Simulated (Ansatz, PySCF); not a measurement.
C2H8AlFSi, SMILES [CH3][Al]([SiH2]F)[CH3]. Atoms are numbered in the order given.

```xyz
13

Si     1.5238     0.4330    -0.2261
F      2.3973    -0.8833     0.2421
Al    -0.8472    -0.1689    -0.0856
C     -2.1999     1.2371    -0.2695
C     -1.3055    -2.0528     0.1784
H      1.9841     0.7984    -1.6047
H      1.9362     1.5705     0.6569
H     -2.0295     1.8492    -1.1728
H     -3.2300     0.8473    -0.3148
H     -2.1490     1.9367     0.5849
H     -2.1410    -2.1869     0.8867
H     -0.4504    -2.6521     0.5305
H     -1.6370    -2.4936    -0.7804
```

Coordinates come from a ωB97X-D3(BJ)/def2-SVP optimisation. The structure was generated by enumeration; whether it is a known compound was not checked. One conformer was computed; it need not be the lowest.

Two levels are set side by side: PBE-D3(BJ)/def2-SVP (Ansatz, a program for electronic structure) and ωB97X-D3(BJ)/def2-SVP (PySCF). Each level has its own optimised geometry; the coordinates shown are those of the second. Differences are taken from unrounded values.

| quantity | ωB97X-D3(BJ) |
|---|---|
| mean bond length (Å) | 1.470 |
| bond Si1–F2 (Å) | 1.648 |
| bond Si1–Al3 (Å) | 2.450 |
| bond Al3–C4 (Å) | 1.960 |
| bond Al3–C5 (Å) | 1.957 |
| bond Si1–H6 (Å) | 1.499 |
| bond Si1–H7 (Å) | 1.498 |
| bond C4–H8 (Å) | 1.104 |
| bond C4–H9 (Å) | 1.102 |
| bond C4–H10 (Å) | 1.106 |
| bond C5–H11 (Å) | 1.104 |
| bond C5–H12 (Å) | 1.102 |
| bond C5–H13 (Å) | 1.106 |

What does PBE-D3(BJ) give, and how far is it from ωB97X-D3(BJ)? (An estimate is asked for; the answer gives what the named calculation found.)


```
quantity              PBE-D3(BJ)  PBE-D3(BJ) minus ωB97X-D3(BJ)
--------------------  ----------  -----------------------------
mean bond length (Å)       1.481                          0.011
bond Si1–F2 (Å)            1.659                          0.012
bond Si1–Al3 (Å)           2.477                          0.027
bond Al3–C4 (Å)            1.970                          0.011
bond Al3–C5 (Å)            1.968                          0.011
bond Si1–H6 (Å)            1.514                          0.015
bond Si1–H7 (Å)            1.514                          0.016
bond C4–H8 (Å)             1.112                          0.007
bond C4–H9 (Å)             1.109                          0.007
bond C4–H10 (Å)            1.112                          0.007
bond C5–H11 (Å)            1.112                          0.008
bond C5–H12 (Å)            1.109                          0.007
bond C5–H13 (Å)            1.113                          0.007
```

GGA bonds tend to be longer and softer than those of functionals with exact exchange. Differences between two approximate levels are no errors against the true value.
